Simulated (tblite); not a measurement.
Species: C6H6N2O2.
Atom-mapped SMILES: `[CH3:1][C:2](=[O:3])[c:4]1[n:5][cH:6][c:7]([OH:8])[cH:9][n:10]1` (hydrogens: H11, H12, H13 on C1; H14 on C6; H15 on O8; H16 on C9)

Computed with GFN2-xTB (tblite), gas phase: L-BFGS steps from a force-field or distance-geometry start until the largest atomic force falls under 0.01 eV/Å.

Geometry at step 11:
```
atom  x, y, z in Å
C1      2.8649   -0.6192   -0.1571
C2      1.9299    0.5233    0.1779
O3      2.3184    1.6232    0.4727
C4      0.4500    0.2703    0.1076
N5     -0.3108    1.3126    0.4295
C6     -1.6209    1.1876    0.3883
C7     -2.1994   -0.0309    0.0113
O8     -3.5242   -0.2345   -0.1345
C9     -1.3167   -1.0834   -0.2858
N10    -0.0075   -0.9310   -0.2454
H11     3.8436   -0.3818    0.2537
H12     2.5085   -1.5770    0.2176
H13     2.9483   -0.6815   -1.2432
H14    -2.1698    2.0860    0.6764
H15    -4.0077    0.6040   -0.1245
H16    -1.7143   -2.0587   -0.5559
```

**Question.** What forces act on the atoms?

**Answer.** 
```csv
atom,Fx (eV/Å),Fy (eV/Å),Fz (eV/Å)
C1,-0.211,0.188,0.055
C2,-0.102,-0.233,-0.119
O3,0.285,0.131,0.067
C4,-0.032,-0.038,-0.006
N5,0.087,-0.122,0.029
C6,0.289,-0.124,-0.018
C7,-0.092,0.096,-0.218
O8,-0.067,0.076,-0.019
C9,0.046,0.092,0.082
N10,-0.168,0.079,0.133
H11,0.006,-0.068,-0.034
H12,-0.077,0.174,-0.041
H13,-0.055,-0.026,0.081
H14,-0.091,-0.336,-0.168
H15,0.041,-0.071,0.161
H16,0.141,0.181,0.014
```

The largest, 0.39 eV/Å, acts on H14; the rms over all components is 0.131 eV/Å. The forces sum to zero within rounding, as they must for an isolated molecule in no field.

**Question.** Give the force on H14 in Eh/bohr and in nN.

**Answer.** 0.387 eV/Å ÷ 51.422 = 0.00752 Eh/bohr, and 0.387 eV/Å × 1.602 = 0.62 nN.

**Question.** How far is this geometry from the end of the optimisation?

**Answer.** 0.085 eV above it, and 0.168 Å rms away after alignment. The bonds farthest from their final lengths, with half the difference of the two atoms' forces along the bond (positive lengthens):

```tsv
bond	now (Å)	final (Å)	force along bond (eV/Å)
C1–C2	1.514	1.502	-0.21
C6–H14	1.092	1.085	-0.01
C9–H16	1.087	1.081	-0.05
C9–N10	1.319	1.314	-0.11
C7–C9	1.405	1.401	+0.01
C4–N5	1.330	1.326	-0.06
```

The angle farthest from its final value is C1–C2–C4, 118.1° against 114.1°.

The cost below is that of the whole relaxation. The run took 0.46 s on an Arm Neoverse V2 with one thread, shared host with 96 logical CPUs at a one-minute load of 39.
